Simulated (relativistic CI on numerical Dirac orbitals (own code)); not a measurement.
## L2,3 absorption of iron in several valence states

Computed multiplet spectra 2p⁶3dⁿ → 2p⁵3dⁿ⁺¹ (Dirac-Coulomb-Breit ions, Slater integrals scaled by 0.7, an assumed crystal field that grows with the charge, no charge transfer; 300 K; Lorentzian 0.4 eV and Gaussian 0.3 eV FWHM at both edges, so that L2 comes out sharper than in experiment). Peaks over 5 % are given in eV from the highest peak in the L3 region of each spectrum (height, largest 100). S of the lowest state is read from ⟨S²⟩, and the branching ratio is the share of L3, cut at the minimum between the edges.

Field parameters in Wybourne normalisation: Td as Oh with Dq negative (B⁴₀ = 21Dq, B⁴₄ = √(5/14) B⁴₀). The field is a parameter set, without covalency.

- Fe2+ (d6, Td, 10Dq = -5200 cm⁻¹): S = 2.00, high spin, branching ratio 0.74; peaks -1.8 (11), 0.0 (100), 0.4 (97), 1.1 (61), 2.5 (30), 3.8 (12), 11.4 (12), 12.8 (30), 13.3 (31), 15.2 (11)
- Fe3+ (d5, Td, 10Dq = -6700 cm⁻¹): S = 2.50, high spin, branching ratio 0.75; peaks -1.7 (10), 0.0 (100), 1.2 (40), 3.8 (11), 11.7 (11), 12.5 (16), 14.2 (25)
- Fe4+ (d4, Td, 10Dq = -8200 cm⁻¹): S = 2.00, high spin, branching ratio 0.70; peaks -3.3 (8), 0.0 (100), 0.6 (89), 2.5 (47), 8.3 (22), 9.7 (19), 11.0 (17), 13.0 (35), 13.4 (33), 15.7 (11)
- Fe5+ (d3, Td, 10Dq = -9700 cm⁻¹): S = 1.50, branching ratio 0.65; peaks -2.8 (17), -0.3 (97), 0.0 (100), 0.9 (71), 1.6 (62), 3.1 (26), 8.7 (28), 9.8 (20), 10.6 (30), 11.2 (24), 12.3 (36), 13.0 (39)

The centroid of the whole edge, which also moves with the branching ratio, lies at 713.3 (Fe2+), 716.1 (Fe3+), 719.7 (Fe4+), 724.5 (Fe5+) eV in this ionic model, in steps of 2.8 to 4.8 eV. Compounds show about 1 to 2 eV a unit and lower energies for the high valences, since ligands screen the charge. The multiplet shape follows the d count and the spin state, and so serves as a fingerprint of valence.
